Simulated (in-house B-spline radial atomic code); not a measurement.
**Ionising the copper ion Cu²⁺ with different functionals**

Computed with a radial B-spline atomic code at the basis-set limit: scalar-relativistic (spin-free X2C) Hamiltonian, Fermi nucleus of rms radius 3.8823 fm, spin-polarised at highest spin, spherical fractional occupations for the functionals, the average over the highest-spin determinants for Hartree-Fock. The ionisation energy is the difference of two self-consistent energies, [Ar] 3d9 → [Ar] 3d8, without Breit or QED terms; ε is the level of the shell that loses the electron (its least bound occupied spin orbital).

Hybrids are left out here: with spherical fractional occupations of an open shell their exact exchange keeps a self-interaction that integer-occupation calculations don't have.

| method | rung | ΔSCF (eV) | -ε(3d) (eV) |
| --- | --- | --- | --- |
| Hartree-Fock | Hartree-Fock | 34.90 | 38.77 |
| LDA VWN5 | LDA | 38.52 | 29.47 |
| LDA PW92 | LDA | 38.52 | 29.46 |
| LDA exchange-only | LDA | 36.70 | 27.77 |
| PBE | GGA | 38.13 | 29.08 |
| PBEsol | GGA | 38.10 | 29.06 |
| BLYP | GGA | 38.14 | 29.11 |
| RPBE | GGA | 38.00 | 28.95 |
| PW91 | GGA | 38.25 | 29.19 |
| BP86 | GGA | 38.22 | 29.18 |
| AM05 | GGA | 38.12 | 29.07 |
| OLYP | GGA | 38.15 | 29.06 |
| TPSS | meta-GGA | 37.93 | 28.88 |
| SCAN | meta-GGA | 37.97 | 29.01 |
| r2SCAN | meta-GGA | 38.00 | 29.01 |
| revTPSS | meta-GGA | 37.79 | 28.76 |

**Question.** How do they compare with the NIST value?

**Answer.** NIST lists 36.84 eV ± 0.012 (measured, ground level to ground level). Errors run from -1.94 to +1.68 eV. The correlated functionals all miss on the same side by more than they spread, so the cause is common to them (spin-orbit coupling, Breit-QED terms, multiplet and fine-structure energies, or a listed next ion that isn't the cheapest removal here) and closeness doesn't rank the functionals. Hartree-Fock also lacks correlation.
